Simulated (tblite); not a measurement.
C6H10F3P.
Cartesian coordinates in Å at the GFN2-xTB level; atoms count from 1:
```xyz
20
C6H10F3P angstrom
C     -1.875    1.615   -0.168
P     -1.103    0.248    0.801
C      0.449   -0.012   -0.188
C      1.616    0.930    0.165
C      2.539   -0.290    0.305
C      1.314   -1.213    0.243
C     -2.084   -1.134   -0.040
F     -2.021   -1.121   -1.384
F     -1.665   -2.346    0.347
F     -3.387   -1.050    0.275
H     -1.344    2.537    0.063
H     -1.827    1.423   -1.240
H     -2.914    1.727    0.142
H      0.220   -0.013   -1.258
H      1.888    1.652   -0.603
H      1.467    1.456    1.107
H      3.121   -0.338    1.222
H      3.206   -0.415   -0.544
H      1.364   -2.037   -0.466
H      1.030   -1.609    1.218
```

Computed values, GFN2-xTB/tblite, gas phase, harmonic and unscaled. The method is semi-empirical: single wavenumbers can be off by several per cent or more. One conformer, not necessarily the lowest.

Harmonic wavenumbers (cm⁻¹): 37.4, 51.4, 66.9, 107.7, 146.3, 176.6, 192.7, 244.0, 267.9, 281.8, 338.6, 426.4, 471.4, 474.6, 603.7, 665.1, 739.5, 762.6, 810.6, 831.3, 875.6, 892.0, 986.4, 999.0, 1032.6, 1038.0, 1050.2, 1053.5, 1069.2, 1087.6, 1102.9, 1183.1, 1184.7, 1208.6, 1226.5, 1250.8, 1260.3, 1268.1, 1320.2, 1426.4, 1440.7, 1468.5, 1470.1, 1490.3, 2921.6, 2988.3, 2989.5, 2993.9, 3005.4, 3007.9, 3015.9, 3018.0, 3022.5, 3024.5.

A = 1911, B = 799.6, C = 663.6 MHz; mass 170.047 u (most abundant isotopes); point group C1, symmetry number 1.

Problem. What is the zero-point energy?

Solution. ½Σν̃ = 33035 cm⁻¹ = 395.18 kJ/mol.

Problem. What is S at 298.15 K and 1 bar for an ideal gas of classical rigid rotors and harmonic oscillators?

Solution. Translation 172.91, rotation 126.10, vibration 152.65: S = 451.7 J/(mol K).

Problem. And Cp and H(298.15 K) − H(0)?

Solution. Cp = 179.23 J/(mol K), of which vibrations give 145.97 (their classical limit is 54 R = 449.0); H(298.15 K) − H(0) = 32.87 kJ/mol without the zero-point energy, 22.95 from vibrations.

Problem. Which modes carry the vibrational entropy at 298.15 K?

Solution. 37.4 cm⁻¹: 22.56; 51.4 cm⁻¹: 19.93; 66.9 cm⁻¹: 17.75; 107.7 cm⁻¹: 13.85; 146.3 cm⁻¹: 11.38; 176.6 cm⁻¹: 9.89 J/(mol K); the other 48 give 57.30 together.

Problem. What must be added to the electronic energy to get the Gibbs energy at 298.15 K and 1 bar?

Solution. ZPE + [H(298.15 K) − H(0)] − T·S = 395.18 + 32.87 − 134.67 = 293.38 kJ/mol.

Hindered rotation and anharmonicity are outside this model. Other conformers, if any are populated, would add a mixing term that is left out. The structure is chiral; the term R ln 2 for an equal mix with its mirror image is left out.

On one thread, Arm Neoverse V1 (aarch64) (shared host), this took 0.85 s of wall time. The figure is for the frequency step alone.
